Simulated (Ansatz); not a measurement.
One change: `C[SiH2]C1=NC1` becomes `COC1=NC1`.

Ansatz, PBE0-D4/def2-TZVP geometries, multiplicity 1. Each molecule was computed in one conformer, which needn't be the lowest.

```csv
property,`C[SiH2]C1=NC1`
HOMO–LUMO gap (ωB97M-V/def2-TZVPP) / eV,11.07
HOMO energy (ωB97M-V/def2-TZVPP) / eV,-9.76
size of the dipole moment (ωB97M-V/def2-TZVPP) / D,2.00
HOMO–LUMO gap (PBE0/def2-TZVPP) / eV,6.57
HOMO–LUMO gap (B3LYP/def2-TZVPP) / eV,6.11
HOMO–LUMO gap (PBE/def2-TZVPP) / eV,4.18
```

(1) Give the same properties after the change, and the shifts. (Estimate.)

Results:

(1) Computed: 
```csv
property,`COC1=NC1`,shift
HOMO–LUMO gap (ωB97M-V/def2-TZVPP) / eV,12.80,1.73
HOMO energy (ωB97M-V/def2-TZVPP) / eV,-9.98,-0.22
size of the dipole moment (ωB97M-V/def2-TZVPP) / D,1.96,-0.04
HOMO–LUMO gap (PBE0/def2-TZVPP) / eV,8.49,1.92
HOMO–LUMO gap (B3LYP/def2-TZVPP) / eV,7.98,1.87
HOMO–LUMO gap (PBE/def2-TZVPP) / eV,6.02,1.84
```

With PBE0 the HOMO falls by 0.22 eV and the LUMO rises by 1.70 eV, so the gap widens by about 1.92 eV. PBE moves the HOMO by -0.20 eV and ωB97M-V by -0.22 eV. The zero-point energy changes by -28.3 kJ/mol with -6 modes. Dipoles are sizes alone; their direction can turn.

Positive LUMOs are unbound, so they and the gaps depend on the basis.

B3LYP here is the variant with VWN-RPA as its local correlation; programs differ in this.
